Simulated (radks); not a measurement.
The osmium ion Os3+, configuration [Xe] 4f14 5d5 (the NIST ground configuration).

Method: Dirac Kohn-Sham, LDA (Slater exchange, Perdew-Zunger correlation), spin-unpolarised, spherical densities, finite nucleus; open shells fill j = l - 1/2 first; Fermi nuclear charge, rms radius 5.4126 fm; computed with a radial shooting solver on a logarithmic mesh with Libxc functionals.

Energy parts (Ry):
| part | energy |
|---|---|
| total | -34533.5554 |
| kinetic | 39168.9493 |
| electron-nucleus | -86365.3675 |
| Hartree | 13322.7865 |
| exchange-correlation | -659.9236 |

Orbitals (lengths in bohr, moments of r in powers of bohr; <r^-3> diverges for s and p1/2):
| orbital | occ. | eigenvalue (Ry) | <r^-3> | <r^2> | <1/r> | small-component weight |
|---|---|---|---|---|---|---|
| 1s1/2 | 2 | -5417.234 | - | 0.0004342 | 90.34 | 8.25e-02 |
| 2s1/2 | 2 | -944.8000 | - | 0.006593 | 22.07 | 1.88e-02 |
| 2p1/2 | 2 | -905.1938 | - | 0.004687 | 22.05 | 1.89e-02 |
| 2p3/2 | 4 | -792.7792 | 17900 | 0.005882 | 18.31 | 1.69e-02 |
| 3s1/2 | 2 | -221.5405 | - | 0.04298 | 8.102 | 6.21e-03 |
| 3p1/2 | 2 | -203.7259 | - | 0.03930 | 8.023 | 6.17e-03 |
| 3p3/2 | 4 | -179.2179 | 4092 | 0.04583 | 7.051 | 5.61e-03 |
| 3d3/2 | 4 | -149.1749 | 711.2 | 0.03535 | 6.950 | 5.50e-03 |
| 3d5/2 | 6 | -143.8611 | 598.9 | 0.03713 | 6.723 | 5.34e-03 |
| 4s1/2 | 2 | -48.46446 | - | 0.2110 | 3.418 | 2.08e-03 |
| 4p1/2 | 2 | -40.98070 | - | 0.2164 | 3.310 | 1.99e-03 |
| 4p3/2 | 4 | -35.20574 | 964.8 | 0.2510 | 2.970 | 1.77e-03 |
| 4d3/2 | 4 | -22.87829 | 148.3 | 0.2699 | 2.761 | 1.57e-03 |
| 4d5/2 | 6 | -21.80835 | 122.2 | 0.2827 | 2.680 | 1.51e-03 |
| 5s1/2 | 2 | -8.95620 | - | 1.132 | 1.354 | 4.93e-04 |
| 5p1/2 | 2 | -6.62944 | - | 1.350 | 1.229 | 4.15e-04 |
| 4f5/2 | 6 | -6.18621 | 23.65 | 0.3755 | 2.259 | 1.12e-03 |
| 4f7/2 | 8 | -5.97953 | 22.51 | 0.3870 | 2.227 | 1.10e-03 |
| 5p3/2 | 4 | -5.71010 | 151.1 | 1.601 | 1.109 | 3.54e-04 |
| 5d3/2 | 4 | -2.62923 | 13.30 | 2.921 | 0.8152 | 1.97e-04 |
| 5d5/2 | 1 | -2.53577 | 10.73 | 3.089 | 0.7899 | 1.86e-04 |

The highest occupied level is 5d5/2 at -34.501 eV. The electron density at the nucleus is 1.668e+06 e/bohr^3.
